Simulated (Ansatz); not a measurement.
A nudged elastic band was laid between two geometries of AlBrClH₃ (6 atoms, charge 0, multiplicity 1).

These are results of UKS PBE0-D4/def2-SVP (Ansatz), not measurements.

```
movable images  : 9
climbing image  : yes
spring          : 5.0 eV/Å²
optimiser       : quadratic models (default)
start path      : through a guess of the saddle point
force threshold : 0.03 eV/Å
iteration limit : 60
end points      : relaxed
```

Image 0:

```xyz
6
Properties=species:S:1:pos:R:3
Al -0.317 -0.502 -0.606
Br 1.976 -0.547 -0.275
H -0.811 0.377 -1.822
H -1.122 -1.691 0.054
H 0.784 1.094 1.336
Cl -0.510 1.269 1.313
```

Image 10:

```xyz
6
Properties=species:S:1:pos:R:3
Al -0.761 -0.248 -0.399
Br 1.997 -0.238 0.062
H -0.745 0.315 -1.877
H -1.060 -1.747 0.001
H 1.566 0.709 1.048
Cl -0.996 1.209 1.165
```

Task: Which bonds break or form, and what moves?

Result: Bonds broken: H5–Cl6. Bonds formed: Br2–H5.

Task: Give the energies along the band, and the barrier.

Result: It converged. The highest image is number 5 of 0 to 10, 0.149 eV above the first end and 0.115 eV above the last; the last end lies 0.033 eV above the first. A vibrational analysis at the climbing image gives one clearly imaginary mode, 371i cm⁻¹: a first-order saddle point. The orbitals were unrestricted but ended closed-shell.

```
image  path coordinate (Å)  energy (eV)  H5–Cl6 (Å)  Br2–H5 (Å)
    0                 0.00        0.000        1.30        2.59
    1                 0.17        0.004        1.32        2.39
    2                 0.33        0.022        1.34        2.20
    3                 0.50        0.059        1.38        2.01
    4                 0.67        0.116        1.48        1.82
    5                 0.83        0.149        1.63        1.66
    6                 1.00        0.122        1.82        1.55
    7                 1.17        0.078        2.02        1.48
    8                 1.34        0.050        2.22        1.46
    9                 1.51        0.037        2.41        1.44
   10                 1.68        0.033        2.61        1.43
```

Task: What is the geometry of the highest image?

Result: 
```xyz
6
Properties=species:S:1:pos:R:3:forces:R:3
Al -0.521 -0.323 -0.443 0.00 0.00 0.00
Br 1.952 -0.281 0.018 0.00 0.00 0.00
H -0.772 0.383 -1.830 0.00 0.00 0.00
H -1.088 -1.703 0.067 0.00 0.00 0.00
H 0.968 0.697 0.929 0.00 0.00 0.00
Cl -0.538 1.228 1.258 0.00 0.00 0.00
```

Task: What are the harmonic wavenumbers there?

Result: 371i, 256, 333, 411, 467, 476, 616, 742, 829, 1132, 1975, 1997 cm⁻¹.

Time of the run: 110 s on 2 threads of INTEL(R) XEON(R) PLATINUM 8581C CPU @ 2.30GHz (Emerald Rapids), with other jobs on the host, peak memory 0.27 GiB.
